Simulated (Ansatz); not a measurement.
The same path of AlBH₅NO (9 atoms, charge 0, multiplicity 1) was run twice with different band settings.

The calculation used Ansatz, RKS revPBE/def2-SVP.

Relaxed end points:

```xyz
9
Properties=species:S:1:pos:R:3
N 0.177 1.448 -1.262
B 0.766 0.585 -0.306
O 0.029 -0.376 0.343
Al -0.695 -1.635 1.255
H -0.809 1.411 -1.522
H 0.710 2.166 -1.751
H 1.961 0.713 -0.065
H -0.700 -3.104 0.630
H -1.350 -1.256 2.660
```

```xyz
9
Properties=species:S:1:pos:R:3
N 0.173 1.458 -1.250
B 0.772 0.573 -0.320
O 0.033 -0.381 0.338
Al -0.695 -1.633 1.257
H -0.820 1.442 -1.482
H 0.706 2.170 -1.746
H 1.975 0.673 -0.111
H -1.286 -1.260 2.691
H -0.769 -3.088 0.606
```

Common settings: movable images 5; climbing image yes; spring 5.0 eV/Å²; optimiser quadratic models (default); start path through a guess of the saddle point; force threshold 0.03 eV/Å; end points relaxed.

| run | iteration limit |
| --- | --- |
| 1 | 60 |
| 2 | 3 |

(1) What does each run give, and how far can it be trusted?

Results:

(1) Run 1: converged after 41 iterations, highest image 0.326 eV above the first end. The profile has 3 maxima (images 1, 3, 5) with wells between them (images 2, 4): this band takes more than one step, which may be the mechanism or a detour left from its start path. A vibrational analysis at the climbing image gives one clearly imaginary mode, 144i cm⁻¹: a first-order saddle point.
Run 2: not converged after 3 iterations, highest image 5.550 eV above the first end. The band didn't meet its force threshold, so its energies are provisional: the largest band force was still 15.54 eV/Å, and over the last iterations the top moved between 5.55 and 27.91 eV. Neighbouring images lie up to 1.8 Å apart, so the band is torn or far too coarse.
